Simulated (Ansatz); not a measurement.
Start from `N[SiH]([SiH3])Br` and change one atom or group to get `CS[SiH](N)[SiH3]`.

Ansatz, PBE0-D4/def2-TZVP geometries, multiplicity 1. Each molecule was computed in one conformer, which needn't be the lowest.

Scalar relativity is left out up to krypton.

| property | `N[SiH]([SiH3])Br` |
| --- | --- |
| size of the dipole moment (ωB97M-V/def2-TZVPP) / D | 2.09 |
| LUMO energy (B3LYP/def2-TZVPP) / eV | -0.48 |
| HOMO energy (B3LYP/def2-TZVPP) / eV | -7.52 |
| size of the dipole moment (PBE/def2-TZVPP) / D | 2.07 |
| size of the dipole moment (B3LYP/def2-TZVPP) / D | 2.07 |
| HOMO–LUMO gap (PBE0/def2-TZVPP) / eV | 7.45 |

Question: What does the change do to each property? (Best estimate.)

Answer: Computed: 
```
                                          property  `CS[SiH](N)[SiH3]`  shift
size of the dipole moment (ωB97M-V/def2-TZVPP) / D                2.16   0.07
               LUMO energy (B3LYP/def2-TZVPP) / eV               -0.15   0.33
               HOMO energy (B3LYP/def2-TZVPP) / eV               -6.51   1.01
    size of the dipole moment (PBE/def2-TZVPP) / D                2.14   0.07
  size of the dipole moment (B3LYP/def2-TZVPP) / D                2.13   0.06
              HOMO–LUMO gap (PBE0/def2-TZVPP) / eV                6.79  -0.66
```

With PBE0 the HOMO rises by 1.01 eV and the LUMO rises by 0.35 eV, so the gap narrows by about 0.66 eV. PBE moves the HOMO by 0.92 eV and ωB97M-V by 0.97 eV. Dipoles are sizes alone; their direction can turn.

B3LYP here is the variant with VWN-RPA as its local correlation; programs differ in this.

Spin–orbit coupling is left out; it splits and shifts lone-pair levels of the heavy atoms by tenths of an eV.
